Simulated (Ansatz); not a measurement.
Relaxation of CH$_{8}$BNOSSi$_{2}$ (15 atoms, charge 0, multiplicity 1), to a largest force component of 0.02 eV/Å in at most 50 steps.

The calculation used UKS r2SCAN/STO-3G (Ansatz 0.2.0).

```xyz
15
Properties=species:S:1:pos:R:3
B -2.451 1.097 -0.510
S -1.737 -0.563 -0.764
Si -0.081 -0.101 0.480
O -0.519 0.303 2.070
Si 1.287 -1.899 0.586
N 0.858 1.290 -0.182
C 1.379 1.248 -1.361
H -2.177 2.043 -1.260
H -3.240 1.349 0.416
H -1.134 -0.485 2.378
H 1.743 -2.231 -0.727
H 0.554 -3.016 1.183
H 2.390 -1.561 1.447
H 1.872 2.116 -1.722
H 1.235 0.360 -2.002
```

Problem. Where does it end, and by what steps?

Solution. It converged. Limits of this set-up: minimal basis. After 27 steps the energy has fallen by 1.509 eV; H9 moved furthest, 1.43 Å.

```tsv
step	energy less start (eV)	largest force component (eV/Å)	accepted
0	0.0000	2.102	yes
1	-0.2224	1.643	yes
2	-0.3452	1.674	yes
3	-0.4259	0.700	yes
4	-0.4775	0.273	yes
5	-0.5970	0.634	yes
6	-0.7770	0.881	yes
7	-1.0062	0.860	yes
8	-1.1978	0.722	yes
9	-1.3380	0.581	yes
10	-1.3703	0.758	yes
11	-1.4423	0.601	yes
12	-1.3972	0.817	no
13	-1.4754	0.208	yes
14	-1.4831	0.176	yes
15	-1.4933	0.341	yes
16	-1.4971	0.371	yes
17	-1.5001	0.338	yes
18	-1.5028	0.206	yes
19	-1.5054	0.092	yes
20	-1.4969	0.267	no
21	-1.5072	0.084	yes
22	-1.5077	0.064	yes
23	-1.5079	0.087	yes
24	-1.5084	0.031	yes
25	-1.5085	0.029	yes
26	-1.5079	0.090	no
27	-1.5086	0.017	yes
```

```xyz
15
Properties=species:S:1:pos:R:3
B -2.324 1.022 -0.794
S -1.490 -0.492 -0.941
Si 0.137 -0.220 0.504
O -0.460 0.445 1.966
Si 1.258 -2.190 0.711
N 1.328 1.069 0.018
C 1.161 1.620 -1.150
H -3.265 1.199 -1.466
H -1.986 1.855 -0.045
H -1.103 -0.266 2.319
H 1.627 -2.699 -0.591
H 0.416 -3.173 1.358
H 2.455 -2.021 1.504
H 1.872 2.403 -1.481
H 0.352 1.395 -1.884
```

The run took 4.1 min on 2 threads of Arm Neoverse V1, with other jobs on the host, peak memory 0.34 GiB.
